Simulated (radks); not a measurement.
Results of a calculation; reference values are marked as such.
All-electron atom: Sm in [Xe] 4f6 6s2 (the NIST ground configuration).

Level of theory: Dirac Kohn-Sham, PBE, spin-unpolarised, spherical densities, finite nucleus; open shells fill j = l - 1/2 first; Fermi nuclear charge, rms radius 5.0819 fm (a radial shooting solver on a logarithmic mesh with Libxc functionals).

Energy parts (eV):
| part | energy |
|---|---|
| total | -283920.51 |
| kinetic | 307815.72 |
| electron-nucleus | -695674.08 |
| Hartree | 110370.08 |
| exchange-correlation | -6432.23 |

Orbitals (lengths in bohr, moments of r in powers of bohr; r(90%) holds 90 % of the orbital's charge):
orbital  occ.  eigenvalue (eV)   <1/r>  r(90%)  small-component weight
1s1/2       2        -46625.73   68.81  0.0411                5.31e-02
2s1/2       2        -7615.232   16.35   0.150                1.17e-02
2p1/2       2        -7218.528   16.33   0.133                1.17e-02
2p3/2       4        -6615.687   14.56   0.142                1.09e-02
3s1/2       2        -1668.048   5.945   0.374                3.66e-03
3p1/2       2        -1497.242   5.859   0.367                3.60e-03
3p3/2       4        -1375.176   5.412   0.385                3.38e-03
3d3/2       4        -1078.845   5.286   0.357                3.26e-03
3d5/2       6        -1052.334   5.174   0.362                3.19e-03
4s1/2       2        -331.2145   2.476   0.832                1.15e-03
4p1/2       2        -265.7191   2.370   0.864                1.08e-03
4p3/2       4        -238.9424   2.219   0.905                9.99e-04
4d3/2       4        -131.1614   1.998    1.00                8.38e-04
4d5/2       6        -126.3800   1.961    1.02                8.17e-04
5s1/2       2         -43.1105  0.9421    2.04                2.39e-04
5p1/2       2         -25.6346  0.8246    2.35                1.87e-04
5p3/2       4         -22.1199  0.7704    2.49                1.67e-04
6s1/2       2          -3.5771  0.2897    6.40                2.42e-05
4f5/2       6          -2.5641   1.360    1.79                4.34e-04
4f7/2       0          -2.0283   1.339    1.84                4.24e-04

The highest occupied level is 4f5/2 at -2.564 eV. Summed over all electrons, <r^2> = 84.53 bohr^2, which gives a Langevin (diamagnetic) susceptibility term of -66.9 x 10^-6 cm^3/mol.
